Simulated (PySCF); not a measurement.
Nuclear quadrupole coupling in `FC(F)[C@H]1CCOBO1`

C4H7BF2O2.
Z-matrix (Å and degrees, PBE0-D3(BJ)/def2-SVP geometry), rows numbered from 1:
```
F 
C   1  1.3531
F   2  1.3442  1  108.07
C   2  1.5165  1  109.11  3   119.80
C   4  1.5178  2  112.70  1    54.85
C   5  1.5167  4  109.49  2   172.30
O   6  1.4127  5  111.64  4   -51.91
B   7  1.3553  6  120.32  5    26.30
O   8  1.3637  7  122.79  6     1.32
H   2  1.1050  1  108.96  3  -117.95
H   4  1.1063  2  106.28  1   -65.83
H   5  1.1042  4  109.41  2    52.18
H   5  1.0995  4  110.15  2   -65.70
H   6  1.1043  5  110.39  4    69.36
H   6  1.1006  5  110.78  4  -172.04
H   8  1.2036  7  118.95  6  -178.59
```

Field gradients from the PBE0/pcSseg-1 density (PySCF, non-relativistic), principal values in atomic units, ordered |Vxx| ≤ |Vyy| ≤ |Vzz|:

| atom | Vxx | Vyy | Vzz |
| --- | --- | --- | --- |
| O7 | -0.7464 | -0.8077 | 1.5541 |
| B8 | -0.0895 | -0.2567 | 0.3463 |
| O9 | -0.7436 | -0.8463 | 1.5900 |

**Question.** Find the asymmetry η = (Vxx − Vyy)/Vzz and the couplings χ = eQV/h (234.96 MHz × Q in barn × V in au), with Q(17O) = −0.0256 b, Q(11B) = 0.04059 b.

**Answer.** 
```csv
atom,environment,nucleus,η,χzz (MHz),χxx (MHz),χyy (MHz)
O7,boron-bound oxygen,17O,0.04,-9.35,4.49,4.86
B8,three-coordinate boron,11B,0.48,3.302,-0.854,-2.448
O9,boron-bound oxygen,17O,0.06,-9.56,4.47,5.09
```

The gradient is axial or nearly so (η below 0.05) at O7. 

**Question.** What is Vzz at O7 in SI units (1 au = 9.71736 × 10²¹ V/m²)?

**Answer.** 1.5541 au = 15.101 × 10²¹ V/m².

**Question.** And the gradient at the other heavy atoms, for which no coupling is worked out here?

**Answer.** 
```tsv
atom	environment	Vzz (au)	η
F1	fluorine of a CF2 group	2.890	0.10
C2	CHF2 carbon	-0.517	0.81
F3	fluorine of a CF2 group	2.930	0.11
C4	sp3 carbon bound to oxygen	0.360	0.14
C5	ring CH2 carbon	-0.046	0.79
C6	sp3 carbon bound to oxygen	0.393	0.23
```

**Question.** What couplings would deuterons (Q(2H) = 0.00286 b) have in place of the hydrogens, at this geometry?

**Answer.** 
```csv
atom,bonded to,bond length (Å),Vzz (au),η,χzz (kHz)
H10,C2,1.105,0.2602,0.03,175
H11,C4,1.106,0.2658,0.04,179
H12,C5,1.104,0.2791,0.03,188
H13,C5,1.099,0.2875,0.02,193
H14,C6,1.104,0.2733,0.05,184
H15,C6,1.101,0.2800,0.06,188
H16,B8,1.204,0.2042,0.02,137
```

One conformer (not necessarily the lowest) at the PBE0-D3(BJ)/def2-SVP geometry, without solvent, vibrations or thermal averaging. These gradients aren't converged with respect to the basis.
